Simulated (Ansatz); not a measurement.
C2H8N2, SMILES `CC(N)N` (charge 0, multiplicity 1).

These are frozen-core CCSDT(Q)/6-31g // PBE0-D3(BJ)/def2-TZVP (Ansatz, a quantum-chemistry and plane-wave program) values and carry that method's errors.

Ansatz 0.2 input:
```yaml
crystal:
  periodic: [false, false, false]
  atoms:
    - { symbol: C, position_ang: [-0.337809, 1.121735, 0.087675] }
    - { symbol: C, position_ang: [-0.142846, -0.326085, -0.360552] }
    - { symbol: N, position_ang: [1.23256, -0.645499, -0.704113] }
    - { symbol: N, position_ang: [-0.6011, -1.300805, 0.615012] }
    - { symbol: H, position_ang: [-0.010046, 1.825799, -0.683339] }
    - { symbol: H, position_ang: [-1.388615, 1.333133, 0.308396] }
    - { symbol: H, position_ang: [0.244928, 1.316684, 0.99456] }
    - { symbol: H, position_ang: [-0.736755, -0.489981, -1.26754] }
    - { symbol: H, position_ang: [1.830464, -0.507432, 0.104761] }
    - { symbol: H, position_ang: [1.56513, -0.007411, -1.416839] }
    - { symbol: H, position_ang: [-0.082613, -1.191145, 1.481023] }
    - { symbol: H, position_ang: [-1.573298, -1.128995, 0.840955] }
basis:
  gaussian: { orbitals: "6-31g" }
correlation:
  method: ccsdt_q
```

Output:

```
Functional definition: HF
1302 factors; integrals over basis functions are off by at most 2.0e-7 eV
mean field evaluation 1: about -5144.8818 eV, gradient 3.5e1 eV
mean field evaluation 2: about -5144.8800 eV, gradient 3.5e1 eV
mean field evaluation 4: about -5147.8548 eV, gradient 2.9e0 eV
mean field evaluation 8: about -5147.8809 eV, gradient 5.3e-2 eV
mean field evaluation 16: about -5147.8832 eV, gradient 5.5e-1 eV
mean field -5147.88089303 eV, -189.1811334598 hartree, gradient 1.5e-6 eV, S^2 0.000000; 0 other end points of the search recorded, 0 dependent functions left out
4 core orbitals not correlated
reference -5147.88089303 eV, -189.1811334598 hartree; 13, 13 occupied and 35, 35 virtual orbitals, 1302 factors
second order -10.99427872 eV of doubles, -0.00000000 eV of singles
cycle   1  -11.68457318 eV  change   -6.9e-1 eV  update   8.4e-2
cycle   2  -12.26746692 eV  change   -5.8e-1 eV  update   3.2e-2
cycle   3  -12.43047563 eV  change   -1.6e-1 eV  update   1.4e-2
cycle   4  -12.41818540 eV  change    1.2e-2 eV  update   3.4e-3
cycle   5  -12.41736595 eV  change    8.2e-4 eV  update   1.7e-3
cycle   6  -12.41879392 eV  change   -1.4e-3 eV  update   6.5e-4
cycle   7  -12.41879725 eV  change   -3.3e-6 eV  update   2.6e-4
cycle   8  -12.41866334 eV  change    1.3e-4 eV  update   1.1e-4
cycle   9  -12.41868924 eV  change   -2.6e-5 eV  update   4.3e-5
cycle  10  -12.41870378 eV  change   -1.5e-5 eV  update   1.4e-5
cycle  11  -12.41867367 eV  change    3.0e-5 eV  update   5.8e-6
cycle  12  -12.41867798 eV  change   -4.3e-6 eV  update   2.2e-6
cycle  13  -12.41867619 eV  change    1.8e-6 eV  update   8.3e-7
perturbative correction -0.02477695 eV, -0.0009105363 hartree
Total energy: -5160.32434617 eV, -189.6384219283 hartree
```
